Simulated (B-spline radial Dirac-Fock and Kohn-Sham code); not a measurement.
## Tb³⁺ 5p1/2: cross section and angular parameters

System: Tb³⁺ in the configuration 1s2 2s2 2p6 3s2 3p6 3d10 4s2 4p6 4d10 4f8 5s2 5p6; threshold 61.96 eV (orbital energy of the model). Calculated with a radial finite-basis atomic code, using Dirac-Hartree-Slater photoionisation with a Latter tail; cross sections with all multipoles, angular parameters from the dipole term and its interference with E2.

For linearly polarised light dσ/dΩ = σ/(4π) [1 + β P₂(cos θ) + (δ + γ cos²θ) sin θ cos φ], with θ from the polarisation vector and φ the angle between the beam and the projection of the electron momentum on the plane normal to the polarisation.

| hν (eV) | σ (kb) | β | γ | δ |
| --- | --- | --- | --- | --- |
| 85.1 | 238 | 1.077 | 0.391 | -0.032 |
| 99.6 | 147 | 0.611 | 0.360 | -0.027 |
| 116 | 98.7 | 0.216 | 0.245 | -0.014 |
| 126 | 82.0 | 0.058 | 0.167 | -0.005 |
| 129 | 78.2 | 0.023 | 0.146 | -0.002 |
| 198 | 41.7 | 0.174 | -0.059 | 0.036 |
| 200 | 41.3 | 0.189 | -0.057 | 0.036 |
| 258 | 31.9 | 0.572 | 0.040 | 0.036 |
| 269 | 30.6 | 0.633 | 0.063 | 0.035 |
| 300 | ? | ? | ? | ? |
| 591 | 13.9 | 1.432 | 0.309 | 0.009 |
| 637 | 12.7 | 1.474 | 0.304 | 0.007 |
| 766 | 10.2 | 1.558 | 0.272 | 0.004 |
| 841 | 9.02 | 1.592 | 0.247 | 0.002 |
| 1000 | 7.15 | 1.642 | 0.190 | 0.000 |
| 1253.6 | 5.17 | 1.686 | 0.108 | -0.001 |
| 2000 | 2.44 | 1.719 | -0.013 | -0.003 |
| 2720 | 1.41 | 1.709 | -0.008 | -0.003 |
| 2984.4 | 1.19 | 1.702 | 0.012 | -0.003 |
| 3560 | 0.845 | 1.683 | 0.073 | -0.003 |
| 4490 | 0.529 | 1.650 | 0.201 | -0.001 |
| 4760 | 0.468 | 1.640 | 0.241 | 0.000 |
| 5414.7 | 0.357 | 1.617 | 0.341 | 0.002 |
| 5520 | 0.342 | 1.614 | 0.358 | 0.002 |
| 7070 | 0.198 | 1.562 | 0.594 | 0.009 |
| 7530 | 0.171 | 1.547 | 0.662 | 0.011 |
| 8047.8 | 0.147 | 1.532 | 0.737 | 0.014 |
| 9000 | 0.113 | 1.504 | 0.869 | 0.020 |
| 10300 | 0.0816 | 1.468 | 1.036 | 0.029 |
| 12500 | 0.0505 | 1.412 | 1.289 | 0.045 |

**Question.** Give the values at 300 eV.

**Answer.** σ = 27.6 kb, β = 0.785, γ = 0.120, δ = 0.032.
